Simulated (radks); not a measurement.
The numbers below are computed, except where a source is named.
Valence configurations of Gd2+ (all share [Xe]). Level of theory: non-relativistic Kohn-Sham, r2SCAN, spin-polarised, spherical densities, point nucleus; open shells are filled with parallel spins first (spin-orbit coupling, left out, can overturn this in heavy ions); meta-GGA in the generalised Kohn-Sham scheme; relativity is left out, which matters for an element this heavy (a radial shooting solver on a logarithmic mesh with Libxc functionals). Energies are relative to 4f7 5d1; eigenvalues in eV for spin up.

| valence | E (eV) | moment (Bohr magnetons) | e(4f) | e(5d) | e(6p) | e(6s) |
|---|---|---|---|---|---|---|
| 4f7 5d1 | 0.000 | 8 | -28.806 | -16.041 | - | - |
| 4f7 6s1 | 2.197 | 8 | -32.127 | - | - | -15.996 |
| 4f7 6p1 | 6.034 | 8 | -33.101 | - | -12.516 | - |
| 4f6.5 5d1 6s0.5 | 8.474 | 8 | -34.199 | -18.162 | - | -15.345 |
| 4f6 5d2 | 15.464 | 8 | -36.239 | -17.974 | - | - |
| 4f6 5d1 6s1 | 18.926 | 8 | -39.787 | -20.224 | - | -16.739 |
| 4f6 5d1.5 6p0.5 | 19.177 | 8 | -38.505 | -19.487 | -11.899 | - |
| 4f6 5d0.5 6s1.5 | 21.887 | 7 | -41.676 | -21.241 | - | -17.205 |
| 4f6 5d1 6p1 | 23.061 | 8 | -40.730 | -20.901 | -12.952 | - |
| 4f5 5d3 | 36.714 | 8 | -44.122 | -19.804 | - | - |

NIST lists [Xe] 4f7 5d1 as the ground configuration; this level of theory agrees among the configurations tried. The energies are those of spherical high-spin densities, not of single terms. Relativity is left out, which favours d and f over s occupation in heavy atoms.
